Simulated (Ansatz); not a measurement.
Calculated with Ansatz (gas phase, PBE0-D4/def2-TZVP geometries, no zero-point term in ΔE). CCSD(T)/CBS is the MP2 limit (def2-TZVPP, def2-QZVPP) plus CCSD(T) − MP2 in def2-TZVPP, frozen cores. DFT in def2-TZVPP. B3LYP here is the variant with VWN-RPA as its local correlation; programs differ in this. HSE06 is defined as in plane-wave codes. For Ge, Mg outer-core shells are correlated without core-valence functions, which leaves a few kJ/mol of doubt a bond. Scalar relativity is left out up to krypton. One conformer a species, not always the lowest.

`[SiH3]S[CH2][GeH3]` + `[OH][Mg][N]([SiH3])[SiH3]` → `[SiH3][O][Mg][N]([SiH3])[SiH3]` + `S[CH2][GeH3]`  (ligand exchange at the Si–S bond)

| level | ΔE (kJ/mol) | difference from CCSD(T)/CBS |
| --- | --- | --- |
| LDA (SPW92) | -53.4 | 15.0 |
| PBE-D4 | -50.4 | 18.0 |
| revPBE-D4 | -49.0 | 19.4 |
| BLYP-D4 | -61.7 | 6.7 |
| r2SCAN-D4 | -62.1 | 6.3 |
| B97M-V | -68.7 | -0.3 |
| B3LYP-D4 | -65.4 | 3.0 |
| r2SCANh-D4 | -62.7 | 5.7 |
| r2SCAN0-D4 | -63.6 | 4.8 |
| HSE06-D4 | -55.4 | 13.0 |
| CAM-B3LYP-D4 | -70.5 | -2.1 |
| ωB97X-V | -64.4 | 4.0 |
| ωB97M-V | -64.0 | 4.4 |
| B2PLYP | -69.7 | -1.3 |
| PBE | -53.5 | 14.9 |
| revPBE | -54.0 | 14.4 |
| BLYP | -67.8 | 0.6 |
| r2SCAN | -62.7 | 5.7 |
| PBE0 | -58.1 | 10.3 |
| B3LYP | -70.4 | -2.0 |
| r2SCANh | -63.4 | 5.0 |
| r2SCAN0 | -64.4 | 4.0 |
| BHLYP | -76.6 | -8.2 |
| CAM-B3LYP | -73.4 | -5.0 |
| LC-ωPBE | -61.8 | 6.6 |
| RPA@PBE/def2-TZVPP | -74.0 | -5.6 |
| MP2/def2-SVP | -67.8 | 0.6 |
| CCSD/def2-SVP | -72.6 | -4.2 |
| CCSD(T)/def2-SVP | -70.7 | -2.3 |
| HF/def2-TZVPP | -87.1 | -18.7 |
| MP2/def2-TZVPP | -64.6 | 3.8 |
| SCS-MP2/def2-TZVPP | -71.5 | -3.1 |
| CCSD/def2-TZVPP | -72.5 | -4.1 |
| CCSD(T)/def2-TZVPP | -69.2 | -0.8 |
| HF/def2-QZVPP | -89.7 | -21.3 |
| MP2/def2-QZVPP | -65.1 | 3.3 |
| SCS-MP2/def2-QZVPP | -71.8 | -3.4 |
| HF/CBS(def2) | -90.1 | -21.7 |
| MP2/CBS(def2) | -63.9 | 4.5 |
| CCSD/CBS(def2) | -71.7 | -3.3 |
| CCSD(T)/CBS | -68.4 | 0 |

Largest T1 diagnostic among the species: 0.011.

From PBE to PBE0 (25 % exact exchange), in def2-TZVPP and without D4, ΔE moves by −4.6 kJ/mol. In def2-TZVPP, CCSD(T) changes the Hartree–Fock value by +18.0 kJ/mol (the triples alone add +3.3 kJ/mol) and MP2 by +22.5 kJ/mol.
